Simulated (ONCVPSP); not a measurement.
## Logarithmic derivatives: neodymium, ONCV

* Element: Nd (Z = 60)
* Generator: ONCVPSP 4.0.1
* Type: optimised norm-conserving Vanderbilt (ONCV)
* Functional: PBE
* Relativity: fully relativistic
* Frozen core: [Kr] 4d10
* Valence charge: 14
* Reference configuration: 4f3 5s2 5p6 (charge +3)
* Partial waves: 5s: rc 2.15 bohr, ncon 5, nbas 8, qcut 5.8 1/bohr, 2 projectors, debl 1.5 Ha; 5p: rc 1.55 bohr, ncon 4, nbas 7, qcut 4.3 1/bohr, 2 projectors, debl 1.4 Ha; d scattering state at 0.08 Ha: rc 1.80 bohr, ncon 4, nbas 7, qcut 5.6 1/bohr, 2 projectors, debl 1.9 Ha; 4f: rc 1.10 bohr, ncon 4, nbas 9, qcut 15.9 1/bohr, 2 projectors, debl 0.8 Ha
* Local potential: polynomial inside 0.95 bohr (lpopt 5, dvloc0 2 Ha)
* Core correction: Teter function, fcfact 4.5, rcfact 1.5

Open shells are filled in proportion to 2j + 1.

In the s channel the program set the typed energies aside and used -2.476, 0.050 Ha. In the p channel the program set the typed energies aside and used -1.727, 0.250 Ha (j = l + 1/2; the other j can differ). In the d channel the program set the typed energies aside and used 0.050, 1.950 Ha (j = l + 1/2; the other j can differ). In the f channel the program set the typed energies aside and used -1.123, 0.250 Ha (j = l + 1/2; the other j can differ).

The phase is arctan(r·R′/R) of the radial function R(r), unwrapped; energies in Ha, scanned from -4 to 5 Ha. A pole is an energy at which the radial function vanishes at the test radius. The pseudo phase is shifted by a multiple of π to meet the all-electron one at the reference energy, and phase errors are pseudo minus all-electron; the curves can meet again beyond the range given. Levels narrower than the energy grid can be missing from the lists of poles.

```json
{"channel": "s", "radius (bohr)": "2.19", "reference energy (Ha)": "-2.48", "poles, all-electron": "-2.12, 3.57", "poles, pseudo": "-2.12, 3.52", "unbroken range about the reference energy with phases within 0.05 rad": "the whole range", "phase error 1 Ha above the reference energy (rad)": "-0.000"}
{"channel": "p3/2", "radius (bohr)": "1.58", "reference energy (Ha)": "-1.73", "poles, all-electron": "1.61", "poles, pseudo": "1.63", "unbroken range about the reference energy with phases within 0.05 rad": "the whole range", "phase error 1 Ha above the reference energy (rad)": "-0.000"}
{"channel": "p1/2", "radius (bohr)": "1.58", "reference energy (Ha)": "-1.85", "poles, all-electron": "1.11", "poles, pseudo": "1.10, 1.61", "unbroken range about the reference energy with phases within 0.05 rad": "below 1.5", "phase error 1 Ha above the reference energy (rad)": "-0.000"}
{"channel": "d5/2", "radius (bohr)": "1.83", "reference energy (Ha)": "0.05", "poles, all-electron": "1.77", "poles, pseudo": "1.77", "unbroken range about the reference energy with phases within 0.05 rad": "below 4.1", "phase error 1 Ha above the reference energy (rad)": "-0.000"}
{"channel": "d3/2", "radius (bohr)": "1.83", "reference energy (Ha)": "0.05", "poles, all-electron": "1.69", "poles, pseudo": "1.69", "unbroken range about the reference energy with phases within 0.05 rad": "below 3.8", "phase error 1 Ha above the reference energy (rad)": "-0.000"}
{"channel": "f7/2", "radius (bohr)": "1.11", "reference energy (Ha)": "-1.12", "poles, all-electron": "0.62", "poles, pseudo": "0.62", "unbroken range about the reference energy with phases within 0.05 rad": "the whole range", "phase error 1 Ha above the reference energy (rad)": "+0.000"}
{"channel": "f5/2", "radius (bohr)": "1.11", "reference energy (Ha)": "-1.14", "poles, all-electron": "0.58", "poles, pseudo": "0.58", "unbroken range about the reference energy with phases within 0.05 rad": "the whole range", "phase error 1 Ha above the reference energy (rad)": "+0.000"}
```

Note: ghosts flagged at negative energy: s at -291.3 eV; GHOST(+) flagged for p3/2 at 15.7 eV, p1/2 at 42.9 eV, d3/2 at 143.4 eV, d5/2 at 152.3 eV. A true bound ghost makes a file unfit for plane-wave use.

Phases in the p3/2 channel:

| E (Ha) | all-electron | pseudo |
| --- | --- | --- |
| -3.98 | 0.972 | 0.967 |
| -3.50 | 0.791 | 0.787 |
| -3.02 | 0.466 | 0.462 |
| -2.54 | -0.081 | -0.083 |
| -2.06 | -0.655 | -0.655 |
| -1.58 | -1.013 | -1.013 |
| -1.10 | -1.211 | -1.212 |
| -0.62 | -1.331 | -1.331 |
| -0.14 | -1.410 | -1.410 |
| 0.34 | -1.468 | -1.468 |
| 0.82 | -1.512 | -1.512 |
| 1.30 | -1.549 | -1.548 |
| 1.78 | -1.582 | -1.581 |
| 2.26 | -1.612 | -1.610 |
| 2.74 | -1.642 | -1.639 |
| 3.22 | -1.673 | -1.669 |
| 3.70 | -1.708 | -1.703 |
| 4.18 | -1.748 | -1.742 |
| 4.66 | -1.800 | -1.792 |
